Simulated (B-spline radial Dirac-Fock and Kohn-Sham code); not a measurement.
## Auger decay of the 4p3/2 hole in Pr⁴⁺

System: the Pr⁴⁺ ion in the configuration [Xe] 4f1, inside a Watson sphere of charge -4 and radius 1.8 Å (a model of the Madelung potential; inside it an electron's potential energy is raised by 32.0 eV).

The computed values come from a radial atomic solver: a relativistic independent-particle model: LDA orbitals of the hole state, radiative multipoles to third order, Auger rates from the Coulomb interaction with a continuum orbital, Dirac-Fock energies. Kinetic energies are configuration averages from the vacuum level; the two-hole energies are estimated from single-hole states.

```
transition  kinetic energy (eV)  width (meV)  share (%)
   N3-N4O1                33.74          133        3.5
   N3-N5O1                37.44          676       17.8
   N3-N4O2                56.60          100        2.6
   N3-N5O2                60.13          662       17.4
   N3-N4O3                60.45          404       10.6
   N3-N4N7                62.96         58.4        1.5
   N3-N4N6                63.41         18.2        0.5
   N3-N5O3                64.21         1060       28.0
   N3-N5N6                66.35          244        6.4
   N3-N5N7                67.34          250        6.6
   N3-O1O3                147.9         32.5        0.9
   N3-O2O3                169.0         32.6        0.9
   N3-O3O3                172.5         47.8        1.3
   N3-N6O3                179.8         25.2        0.7
   N3-N7O3                180.2         31.1        0.8
```

Coster-Kronig rates are the weakest part of this model and often come out 1.5 to 2.5 times too large. The listed channels hold 99 % of the non-radiative rate. Summed by principal shells, of 3.80 eV in all: NNO 81.9 %, NNN 15.0 %, NOO 3.0 %.
